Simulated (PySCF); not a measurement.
Isomers of C8H9N, from PBE0-D3(BJ)/def2-SVP geometry optimisation, gas phase in PySCF 2.14.0. One conformer each, no zero-point energy, no frequencies.

Task: Which isomer lies lower at this level?
A. `[H]/[N:1]=[CH:2]\[C:3]1=[CH:4][CH:5]=[CH:6][C:7]12[CH2:8][CH2:9]2` with N1–C2–C3–C4 1°: A = 2452, B = 1636, C = 1062 MHz, dipole 3.11 D
B. `[CH2:1]=[C:2]1[CH2:3][C@H:4]([CH2:5][C:6]#[N:7])[C:8]1=[CH2:9]` with C3–C4–C5–C6 -172°: A = 3610, B = 1051, C = 854.8 MHz, dipole 3.81 D

Result: A. That is `[H]/N=C\C1=CC=CC12CC2`, 9.5 kcal/mol below the other.

```
               SMILES                                                      mapped SMILES      E (Eh)  relative (kcal/mol)  relative (kJ/mol)  dipole (D)
[H]/N=C\C1=CC=CC12CC2  [H]/[N:1]=[CH:2]\[C:3]1=[CH:4][CH:5]=[CH:6][C:7]12[CH2:8][CH2:9]2  -364.26456                  0.0                0.0        3.11
 C=C1C[C@H](CC#N)C1=C     [CH2:1]=[C:2]1[CH2:3][C@H:4]([CH2:5][C:6]#[N:7])[C:8]1=[CH2:9]  -364.24939                  9.5               39.8        3.81
```

As drawn, the lower has a three-membered ring, a C=N bond and an N–H bond, which the higher lacks; the higher has a four-membered ring and a C≡N group, which the lower lacks.
